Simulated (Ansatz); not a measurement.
Gas-phase electronic energies from Ansatz, PBE0-D4/def2-TZVP geometries. CCSD(T)/CBS is the MP2 limit (def2-TZVPP, def2-QZVPP) plus CCSD(T) − MP2 in def2-TZVPP, frozen cores. Functionals use def2-TZVPP. B3LYP here is the variant with VWN-RPA as its local correlation; programs differ in this. HSE06 is defined as in plane-wave codes. Elements past krypton have def2 core potentials. For I outer-core shells are correlated without core-valence functions, which leaves a few kJ/mol of doubt a bond. One conformer a species, not always the lowest.

`BB1CN1` + `OI` → `OB1CN1` + `BI`  (formal exchange of groups at a B–B bond)

| level | ΔE (eV) |
| --- | --- |
| BHLYP-D4 | -3.39 |
| ωB97X-V | -3.25 |
| ωB97M-V | -3.30 |
| revPBE | -3.06 |
| r2SCAN | -3.28 |
| PBE0 | -3.29 |
| B3LYP | -3.19 |
| HSE06 | -3.29 |

Task: What does CCSD(T)/CBS give? (An estimate is asked.)

Result: Ansatz gave: -3.31 eV. The listed levels differ from it by -0.08, 0.06, 0.01, 0.25, 0.03, 0.02, 0.12, 0.02 eV.

Largest T1 diagnostic among the species: 0.015.

From r2SCAN to r2SCAN0 (25 % exact exchange), in def2-TZVPP and without D4, ΔE moves by −0.16 eV. Leaving LDA and LC-ωPBE aside and taking each functional with its dispersion term where it has one, the values, not all of them listed here, spread over 0.46 eV, from PBE-QIDH to BLYP-D4. LDA lies −0.18 eV from PBE without D4.
